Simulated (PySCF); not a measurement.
Cl3OSi, SMILES [Si](Cl)(Cl)(Cl)[O] (connectivity only; charge and spin as stated), charge -1, multiplicity 1.

Coordinates come from a B3LYP-D3(BJ)/def2-SVPD optimisation. The spin state was assumed, not searched. The isomer is the one that the SMILES or the coordinates give; other isomers of the formula were not compared.

Two levels are set side by side: PBE/def2-SVPD (PySCF) and B3LYP/def2-SVPD (PySCF). Same geometry, gas phase. Differences are taken from unrounded values.

| quantity | B3LYP |
|---|---|
| orbital gap (eV) | 6.19 |
| highest occupied level (eV) | -3.13 |
| lowest empty level (eV) | 3.07 |
| mean polarisability (bohr³) | 80.9 |

Task: What does PBE give, and how far is it from B3LYP? (An estimate is asked for; the answer gives what the named calculation found.)

Result: 
```json
[
 {"quantity": "orbital gap (eV)", "PBE": "4.52", "PBE minus B3LYP": "-1.67"},
 {"quantity": "highest occupied level (eV)", "PBE": "-1.94", "PBE minus B3LYP": "1.19"},
 {"quantity": "lowest empty level (eV)", "PBE": "2.58", "PBE minus B3LYP": "-0.49"},
 {"quantity": "mean polarisability (bohr³)", "PBE": "84.7", "PBE minus B3LYP": "3.8"}
]
```

Without exact exchange PBE keeps part of each electron's self-repulsion, which lifts occupied levels and narrows the gap. Loosely held outer electrons make PBE densities more polarisable. Differences between two approximate levels are no errors against the true value.

Rough cost on one machine, each run with all the roots and properties that it gave: B3LYP against PBE within a factor of 2.
